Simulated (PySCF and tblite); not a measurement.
Values are calculated unless marked as measured or tabulated.
C8H10, numbered as in [CH:1]#[C:2][C@H:3]([CH3:4])[C@H:5]([CH3:6])[C:7]#[CH:8].

Geometries GFN2-xTB; weights from PBE0-D3(BJ)/pcSseg-1 energies and GFN2-xTB thermal corrections, with symmetry numbers and mirror pairs. Conformers within 2.5 kcal/mol (GFN2-xTB free energy) were kept, 7 at most. Programs: PySCF with density fitting and tblite.

Torsions listed: C4–C3–C5–C6. Of a mirror pair one member is shown.

```json
{"conformer": "1", "shape": "180°", "symmetry": "Ci", "dipole D": "0.00"}
{"conformer": "2", "shape": "67°", "symmetry": "C1 (pair)", "dipole D": "0.92"}
```

Question: Which of these conformers is the most populated at 298.15 K, and with what share?

Answer: Conformer 1, about 78 %.

Question: Give the DFT energies and free energies relative to the lowest, and all weights.

Answer: 
```
conformer  shape  E(DFT) kcal/mol  G(298.15 K) kcal/mol  weight %
        1   180°             0.00                  0.00      77.8
        2    67°             1.19                  0.74      22.2
```

Question: How does its share change from 250 K to 350 K?

Answer: From 84 % to 72 %; the mixing entropy goes from 1.10 to 1.55 cal/(mol K).
